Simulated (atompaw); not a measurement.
## PBE PAW (atompaw) dataset for tungsten, scalar-relativistic all-electron reference.

- Element: tungsten (W)
- Generator: atompaw 4.2.0.5
- Type: PAW
- Functional: PBE
- Relativity: scalar-relativistic
- Frozen core: [Kr] 4d10 4f14
- Valence charge: 14
- Reference configuration: 5s2 5p6 5d4 6s2 6p0
- Partial waves: 5s (bound); 6s (bound); 5p (bound); 6p (bound, empty); 5d (bound); 5d channel at 3.3 Ry
- Local potential: troulliermartins scheme with l = 3 at 0 Ry, radius 2.10 bohr
- Core correction: smooth core density matched at 2.50 bohr
- Augmentation charge: sinc compensation charge, radius 2.65 bohr; PAW radius 2.85 bohr; waves and projectors: bloechl

Q: Estimate the cutoffs (Ry, on a coarse ladder) from which the occupation-weighted sum of valence levels, in a spherical-Bessel basis at the reference potential, stays within 10 and 1 mRy of its value at 400 Ry.

A: 80 Ry and 100 Ry.

Q: What does a ghost test show?

A: No extra level below or beside the all-electron valence levels (s, p, d, f tested).

Q: Is the overlap operator S = 1 + Σ q|β⟩⟨β| positive definite (Bessel basis up to 400 Ry)?

A: Yes: its lowest eigenvalue is 0.09 (s channel).
